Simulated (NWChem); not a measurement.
System: HS$_{2}$, doublet; SMILES [S]S

```xyz
3

S      0.0299    -1.0521     0.0000
S      0.0674     0.9436     0.0000
H     -1.2756     1.2740     0.0000
```
Atoms are numbered in this order, from 1.

All runs: NWChem. Pople sets run with spherical d functions. Spin-unrestricted. In the optimisation the excess spin sits in a" (Cs, its own frame). Geometry: optimised at PBE-D3(BJ)/def2-SVP, spin-unrestricted. No stability test was run on the SCF state. Vzz is the largest principal value of the second derivative of the potential at the nucleus (NWChem prints the opposite sign); η is the asymmetry. Non-relativistic.

For level PBE/cc-pVTZ:

```yaml
"η S2": 0.82
```

**Question.** How do the values read with level PBE/6-31G* instead?

**Answer.** 
| Quantity | Result |
|---|---|
| η S2 | 0.94 |
